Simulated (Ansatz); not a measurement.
Consider the atomization: `C#[C][Ga]([F])[F]` → 2 C• + 2 F• + Ga• + H•.

Isolated molecules relaxed with PBE0-D4/def2-TZVP in Ansatz; ΔE leaves out vibrations. CCSD(T)/CBS adds triple-zeta CCSD(T) − MP2 to the extrapolated MP2 energy (def2 sets, frozen cores). This one scheme is used for every species, atoms too. DFT in def2-TZVPP. Open shells (•) are unrestricted, without spin–orbit coupling. Spin–orbit coupling would lower the free atoms: a little for C, F; clearly for Ga. Bonds to Ga are less sure, by a few kJ/mol each and by 10 to 20 or more in all where they break to atoms, as the def2 sets lack core-valence functions. Scalar relativity is left out up to krypton.

```csv
level,ΔE (eV)
r2SCAN,25.80
CCSD/def2-SVP,24.15
CCSD(T)/def2-TZVPP,25.25
HF/def2-QZVPP,18.28
```

(1) What does CCSD(T)/CBS give? (Estimate.)

Largest T1 diagnostic among the species: 0.015.

Results:

(1) Ansatz gave: +25.83 eV. The listed levels differ from it by -0.03, -1.68, -0.58, -7.55 eV.

In def2-TZVPP, CCSD(T) changes the Hartree–Fock value by +7.03 eV (the triples alone add +0.60 eV) and MP2 by +8.39 eV; breaking electron pairs costs correlation energy, which Hartree–Fock lacks. Leaving LDA and LC-ωPBE aside and taking each functional with its dispersion term where it has one, the values, not all of them listed here, spread over 2.31 eV, from BHLYP-D4 to PBE-D4. LDA lies +3.60 eV from PBE without D4, its usual overbinding.

For atomizations the MP2-based limit and the directly extrapolated one differ by several kJ/mol either way, and by 10 to 25 for some Ge, Se and Sn compounds, so smaller differences from it don't rank the levels.
